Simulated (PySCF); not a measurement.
CH4BrGaO. Atoms are numbered in the order given.

```xyz
8

Ga    -0.8437    -0.4987     0.0000
H     -2.3872    -0.5556     0.0000
Br     0.3663     1.4585     0.0000
O      0.1102    -1.9948     0.0000
C      1.5207    -2.1045     0.0000
H      1.8454    -2.6641     0.8939
H      1.8454    -2.6641    -0.8939
H      2.0264    -1.1222     0.0000
```
Charge 0, spin multiplicity 1.

The structure is a stationary point at TPSSh-D3(BJ)/def2-SVP. The structure was generated by enumeration; whether it is a known compound was not checked. Other conformers were not sampled.

The numbers are results of TDA-PBE/def2-SVPD (PySCF), not measurements.

Vertical excitations. Gas-phase values at a fixed geometry. State labels are in the subgroup Cs.

```json
[
 {"state": "S1", "symmetry": "A\"", "energy (eV)": "5.09", "λ (nm)": "243", "f": "0.000", "main pairs": "HOMO−1→LUMO 89 %"},
 {"state": "S2", "symmetry": "A'", "energy (eV)": "5.13", "λ (nm)": "242", "f": "0.017", "main pairs": "HOMO→LUMO 71 %, HOMO−1→LUMO+1 27 %"},
 {"state": "S3", "symmetry": "A\"", "energy (eV)": "5.16", "λ (nm)": "240", "f": "0.001", "main pairs": "HOMO→LUMO+1 86 %"},
 {"state": "S4", "symmetry": "A\"", "energy (eV)": "5.26", "λ (nm)": "236", "f": "0.001", "main pairs": "HOMO−2→LUMO 94 %"},
 {"state": "S5", "symmetry": "A'", "energy (eV)": "5.72", "λ (nm)": "217", "f": "0.020", "main pairs": "HOMO−2→LUMO+1 94 %"},
 {"state": "S6", "symmetry": "A'", "energy (eV)": "5.88", "λ (nm)": "211", "f": "0.037", "main pairs": "HOMO−3→LUMO 85 %"},
 {"state": "S7", "symmetry": "A\"", "energy (eV)": "6.00", "λ (nm)": "206", "f": "0.034", "main pairs": "HOMO−3→LUMO+1 98 %"},
 {"state": "S8", "symmetry": "A'", "energy (eV)": "6.02", "λ (nm)": "206", "f": "0.187", "main pairs": "HOMO−1→LUMO+1 59 %, HOMO→LUMO 23 %"},
 {"state": "S9", "symmetry": "A\"", "energy (eV)": "6.59", "λ (nm)": "188", "f": "0.005", "main pairs": "HOMO−4→LUMO 97 %"},
 {"state": "S10", "symmetry": "A\"", "energy (eV)": "6.68", "λ (nm)": "185", "f": "0.001", "main pairs": "HOMO→LUMO+2 99 %"},
 {"state": "T1", "symmetry": "A'", "energy (eV)": "4.45", "λ (nm)": "278", "f": "0", "main pairs": "HOMO→LUMO 98 %"},
 {"state": "T2", "symmetry": "A\"", "energy (eV)": "4.85", "λ (nm)": "256", "f": "0", "main pairs": "HOMO→LUMO+1 61 %, HOMO−1→LUMO 36 %"},
 {"state": "T3", "symmetry": "A\"", "energy (eV)": "5.00", "λ (nm)": "248", "f": "0", "main pairs": "HOMO−1→LUMO 64 %, HOMO→LUMO+1 35 %"},
 {"state": "T4", "symmetry": "A\"", "energy (eV)": "5.12", "λ (nm)": "242", "f": "0", "main pairs": "HOMO−2→LUMO 97 %"}
]
```
Triplets are in the Tamm–Dancoff approximation.
